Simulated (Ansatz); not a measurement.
Two structures of SiH2BrCl3, singlet, reached by relaxing down either side of one saddle point (PBE0-D4/def2-TZVP). Energies are electronic, without zero-point energy. Computed with Ansatz 0.2.0 (basis: def2-TZVPP and def2-QZVPP); correlated methods freeze the cores. Filled d shells of the heavier atoms are correlated. The def2 sets are not built for correlating such inner shells, so the correlated values are less sure here. Extrapolation: Hartree–Fock as exp(−7.88 √X), correlation as X^−2.97. First:

| atom | x (Å) | y (Å) | z (Å) |
| --- | --- | --- | --- |
| Si1 | -0.7797 | -0.6082 | -0.2762 |
| Cl2 | 1.0818 | -1.4185 | -0.0645 |
| Cl3 | -2.0152 | -2.0120 | -1.0618 |
| Cl4 | -1.4634 | -0.0334 | 1.5421 |
| H5 | -0.7021 | 0.5485 | -1.1767 |
| H6 | 2.1053 | 1.0702 | 0.5352 |
| Br7 | 1.7733 | 2.4535 | 0.5021 |

Second:

Si1  (-1.018, 0.476, -0.373)
Cl2  (2.378, -1.669, 1.106)
Cl3  (-0.876, -1.227, -1.459)
Cl4  (-1.402, 0.035, 1.565)
H5  (-2.085, 1.329, -0.915)
H6  (2.112, -0.527, 0.581)
Br7  (0.891, 1.584, -0.505)
(Å)

Q: Which bonds change from the first to the second?

A: SiHCl₃ ([Cl][SiH]([Cl])[Cl]) + HBr → SiHBrCl₂ ([Cl][SiH]([Cl])[Br]) + HCl; bonds formed: Si1–Br7, Cl2–H6; bonds broken: Si1–Cl2, H6–Br7.

Q: Give the saddle point's structure and its height above each. (An estimate is asked for; the value comes from the calculation.)

A: By the calculation: 40.74 kcal/mol above the first and 39.67 kcal/mol above the second (CCSD(T) at an estimated basis limit (MP2 extrapolated from triple and quadruple zeta, plus CCSD(T) − MP2 in triple zeta)).
```tsv
atom	x (Å)	y (Å)	z (Å)
Si1	-0.5818	-0.0195	-0.2021
Cl2	1.4035	-1.2324	0.3127
Cl3	-1.2574	-1.7190	-1.1665
Cl4	-1.4021	0.0428	1.6509
H5	-1.1890	0.9671	-1.1051
H6	1.8235	0.1660	0.4132
Br7	1.2032	1.7950	0.0970
```

No T1 diagnostic of these runs exceeds 0.010.

Labels in which every atom is bracketed show which atoms are joined, not bond orders.

For scale, one of the runs: CCSD(T)/def2-TZVPP, 244 basis functions, launched by `ansatz run in.yaml --threads 8 --pin off --events-out ev --progress --plain --max-ram 19148MiB`. Hardware: 8 CPU threads of an Arm Neoverse V2, shared host. Wall time 100 s; peak host memory 4.5 GiB.
